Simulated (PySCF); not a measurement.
A side-by-side comparison of computed properties.

First species: C₈H₇N.
Structure used (GFN2-xTB), in Å, numbered top down from 1:
```
atom  x, y, z in Å
C1     3.6823   -0.7539   -0.2908
C2     2.2701   -0.4944   -0.1461
C3     1.0933   -0.2763   -0.0253
C4    -0.2916   -0.0148    0.1304
C5    -0.7400    0.7705    1.1983
C6    -2.0964    1.0048    1.3183
C7    -2.9584    0.4541    0.3805
C8    -2.4114   -0.3121   -0.6387
N9    -1.1205   -0.5437   -0.7683
H10    4.0586   -1.2669    0.5944
H11    3.8599   -1.3783   -1.1659
H12    4.2222    0.1858   -0.4091
H13   -0.0319    1.1778    1.9042
H14   -2.4792    1.6076    2.1300
H15   -4.0239    0.6141    0.4388
H16   -3.0405   -0.7656   -1.3946
```

Second species: C8H7N.
Structure used (GFN2-xTB), in Å, numbered top down from 1:
```
atom  x, y, z in Å
C1     3.1519    0.6085   -0.3744
C2     2.3066   -0.0785    0.1198
C3     1.2466   -0.8876    0.6951
C4    -0.0869   -0.3440    0.2538
C5    -0.7063   -0.8064   -0.9009
C6    -1.9188   -0.2496   -1.2749
N7    -2.5249    0.7055   -0.5913
C8    -1.9332    1.1492    0.5043
C9    -0.7217    0.6639    0.9695
H10    3.9082    1.1986   -0.7982
H11    1.3675   -1.9212    0.3593
H12    1.3275   -0.8573    1.7854
H13   -0.2521   -1.5838   -1.4971
H14   -2.4337   -0.5844   -2.1662
H15   -2.4593    1.9327    1.0344
H16   -0.2789    1.0632    1.8700
```

Levels: PBE0/def2-SVPD for dipole moment, HOMO energy, LUMO energy, HOMO–LUMO gap, static isotropic polarisability and electronic spatial extent ⟨r²⟩ about the centre of nuclear charge; TDDFT PBE0/def2-SVPD for lowest singlet excitation; TDA PBE0/def2-SVPD for lowest triplet excitation (Tamm–Dancoff); GFN2-xTB for rotational constant A and rotational constant C. Geometries: GFN2-xTB. All species are isolated and taken at one optimised geometry, non-relativistic unless stated; the electronic structure was computed with PySCF and density fitting.

Dipoles, sizes and rotational constants follow the conformer. The torsions of the flexible species, by atom-mapped SMILES:
- `[CH:1]#[C:2][CH2:3][c:4]1[cH:5][cH:6][n:7][cH:8][cH:9]1`: C2–C3–C4–C5 91°

```
                                                         property    column X    column Y
                                                    dipole moment      1.86 D      2.20 D
                                                      HOMO energy    -6.83 eV    -7.39 eV
                                                      LUMO energy    -1.15 eV    -0.90 eV
                                                    HOMO–LUMO gap     5.68 eV     6.49 eV
                                        lowest singlet excitation     4.66 eV     4.86 eV
                         lowest triplet excitation (Tamm–Dancoff)     3.53 eV     4.17 eV
                                  static isotropic polarisability    104.3 au     93.6 au
electronic spatial extent ⟨r²⟩ about the centre of nuclear charge  1495 bohr²  1220 bohr²
                                            rotational constant A   5.733 GHz   3.912 GHz
                                            rotational constant C   0.749 GHz   0.986 GHz
```

Task: Which column belongs to which species?

Result: Column X is the first species and column Y the second. The first has 16 atoms and 62 electrons, the second 16 and 62.

Task: How does each property change from the first species to the second?

Result: dipole moment +0.34 D; HOMO energy -0.56 eV; LUMO energy +0.25 eV; HOMO–LUMO gap +0.81 eV; lowest singlet excitation +0.20 eV; lowest triplet excitation (Tamm–Dancoff) +0.64 eV; static isotropic polarisability -10.7 au; electronic spatial extent ⟨r²⟩ about the centre of nuclear charge -275 bohr²; rotational constant A -1.821 GHz; rotational constant C +0.237 GHz.

On the first: The dipole matches unit charges of opposite sign 0.39 Å apart (1 e·Å = 4.8032 D). The polarisability is 15.46 Å³ as a volume (1 au = 0.148185 Å³), or 1.68 au for each of the 62 electrons.

On the second: S1 lies 1.63 eV below the HOMO–LUMO gap; its leading configuration is HOMO→LUMO, weight 0.97. The principal polarisabilities are 73.7, 92.6 and 114.4 au; their mean is the isotropic value.
